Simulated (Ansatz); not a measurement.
Coupled-cluster diagnostics for Be₃Te₂⁺, Ansatz.

Geometry of the doublet (PBE-D4/def2-SVP):

```csv
atom,x (Å),y (Å),z (Å)
Be1,1.186,0.579,-0.223
Be2,-0.220,-0.653,1.147
Be3,-0.965,0.075,-0.924
Te4,0.650,-1.645,-0.812
Te5,-0.650,1.645,0.812
```

In the def2 sets Te takes a core potential; there is no spin–orbit coupling. Correlated methods freeze 8 core orbitals; core or outer-core shells of Te are correlated, in sets that lack core-valence functions. The structure comes from a short search, and lower isomers may exist.

Geometry of the charge 1 quartet (PBE-D4/def2-SVP):

```xyz
5

Be    0.0404    0.6495   -1.0556
Be   -1.5466   -0.3657   -0.1278
Be    1.5380    0.2262    0.3545
Te   -0.4365    1.2136    1.3019
Te    0.4047   -1.7236   -0.4729
```

(1) Estimate the CCSD(T) correlation energy, the shares of MP2 and (T), T1 and the reference's ⟨S²⟩ for: charge 1, doublet, own geometry in def2-SVP; charge 1, quartet, own geometry in def2-SVP; and the rough time on 4 threads of Arm Neoverse V2 on a shared host.

Results:

(1) 
```json
{"state": "charge 1, doublet, own geometry", "basis": "def2-SVP", "correlation (eV)": "-9.468", "MP2 share (%)": "90.2", "(T) share (%)": "5.0", "T1": "0.013", "⟨S²⟩ (pure)": "0.80 (0.75)", "wall time": "6 s"}
{"state": "charge 1, quartet, own geometry", "basis": "def2-SVP", "correlation (eV)": "-9.208", "MP2 share (%)": "88.3", "(T) share (%)": "5.2", "T1": "0.029", "⟨S²⟩ (pure)": "3.79 (3.75)", "wall time": "6 s"}
```
Customary marks for T1 are 0.02 (closed shells), 0.045 (open shells) and about 0.05 (3d metals). T1 exceeds 0.02 in 1 of 2 rows and 0.045 in 0; the higher it lies, the less the single-reference result can be trusted.
